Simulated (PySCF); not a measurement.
Job file and geometry (Å, from GFN2-xTB) of an NMR shielding run on SMILES [Si@@H]1([SiH2]O[SiH3])CS[Si@@H]1[SiH3], CH₁₂OSSi₅, GIAO PBE0/pcSseg-1 NMR shielding, non-relativistic, gas phase (PySCF); density fitting, a coarse starting grid and PySCF grid level 2 are the driver's defaults:

```
$ OMP_NUM_THREADS=1 python probes_run.py task.json out

{"job": {"kind": "nmr", "xc": "PBE0", "basis": "pcSseg-1"}, "charge": 0, "multiplicity": 1}
Si     2.655605     1.976311     0.464107
O      2.150034     0.611933    -0.245009
Si     1.618473    -0.456009    -1.349553
Si     0.097952    -1.667367    -0.109960
C     -1.234718    -2.562797    -1.184623
S     -2.823506    -1.813623    -0.651115
Si    -1.776885    -0.607750     0.851665
Si    -2.194566     1.667507     0.652003
H      2.880475     2.991916    -0.561413
H      1.578480     2.344543     1.383415
H      3.895797     1.624054     1.150802
H      1.068660     0.320095    -2.467837
H      2.817431    -1.143958    -1.841917
H      0.720152    -2.720850     0.729436
H     -1.144104    -2.415159    -2.259284
H     -1.304233    -3.631810    -1.001171
H     -2.253304    -1.132227     2.148256
H     -1.277961     2.355653     1.565613
H     -1.928433     2.180502    -0.694945
H     -3.550499     2.089716     1.008795
```

Problem. Write the output of this run.

Solution. 
```
coarse grid: 19360 points
cycle   1  E = -1965.1346496356  dE =  5.198e-01  |g| = 8.004e-01  |ddm| = 4.227e+00
cycle   2  E = -1964.9198237169  dE =  2.148e-01  |g| = 1.318e+00  |ddm| = 1.995e+00
cycle   3  E = -1965.2536444707  dE = -3.338e-01  |g| = 9.797e-02  |ddm| = 1.406e+00
cycle   4  E = -1965.2550283336  dE = -1.384e-03  |g| = 5.507e-02  |ddm| = 1.953e-01
cycle   5  E = -1965.2558833287  dE = -8.550e-04  |g| = 1.069e-02  |ddm| = 8.783e-02
cycle   6  E = -1965.2559120146  dE = -2.869e-05  |g| = 3.087e-03  |ddm| = 1.674e-02
cycle   7  E = -1965.2559144650  dE = -2.450e-06  |g| = 9.368e-04  |ddm| = 5.001e-03
final grid: 158256 points
cycle   8  E = -1965.3112926593  dE = -1.788e-05  |g| = 8.655e-03  |ddm| = 2.518e-02
cycle   9  E = -1965.3112729822  dE =  1.968e-05  |g| = 1.316e-02  |ddm| = 1.748e-02
cycle  10  E = -1965.3113062416  dE = -3.326e-05  |g| = 7.941e-04  |ddm| = 1.147e-02
cycle  11  E = -1965.3113063626  dE = -1.209e-07  |g| = 2.229e-04  |ddm| = 1.176e-03
cycle  12  E = -1965.3113063763  dE = -1.373e-08  |g| = 4.913e-05  |ddm| = 4.100e-04
cycle  13  E = -1965.3113063769  dE = -6.603e-10  |g| = 1.641e-05  |ddm| = 9.667e-05
converged SCF energy = -1965.3113063769

GIAO shielding tensors (ppm)
atom      isotropic    diamagn.    paramagn.     s11        s22        s33       span
  0 Si     391.006     880.281    -489.276    353.407    358.337    461.274    107.867
  1 O      348.616     399.666     -51.050    248.191    391.225    406.432    158.241
  2 Si     377.870     879.485    -501.615    325.910    351.683    456.017    130.107
  3 Si     393.002     881.000    -487.999    309.725    397.275    472.006    162.280
  4 C      175.921     256.360     -80.439    156.563    168.606    202.593     46.030
  5 S      646.997    1057.565    -410.568    376.623    648.418    915.948    539.325
  6 Si     372.257     879.131    -506.874    304.226    358.175    454.370    150.144
  7 Si     459.168     880.480    -421.312    438.039    461.026    478.437     40.398
  8 H       26.683      28.671      -1.987     23.646     24.768     31.636      7.990
  9 H       26.711      31.136      -4.426     22.407     26.994     30.730      8.323
 10 H       26.748      28.331      -1.583     23.122     24.920     32.202      9.080
 11 H       25.833      29.801      -3.968     23.337     24.582     29.581      6.244
 12 H       26.045      28.039      -1.993     22.446     24.861     30.829      8.382
 13 H       26.101      30.179      -4.077     22.974     25.177     30.153      7.179
 14 H       29.596      31.736      -2.141     25.602     27.152     36.034     10.432
 15 H       29.218      30.305      -1.087     24.297     27.155     36.202     11.906
 16 H       25.529      29.011      -3.481     21.732     24.874     29.982      8.250
 17 H       28.146      30.178      -2.032     24.758     26.416     33.264      8.506
 18 H       27.886      30.086      -2.200     24.821     26.598     32.240      7.419
 19 H       27.971      28.863      -0.892     24.480     25.426     34.008      9.529
```

Size and cost of the density-fitted run: 238 basis functions, 2.2 min wall time on 1 thread of an Arm Neoverse N1, shared host; peak memory 1.1 GiB.
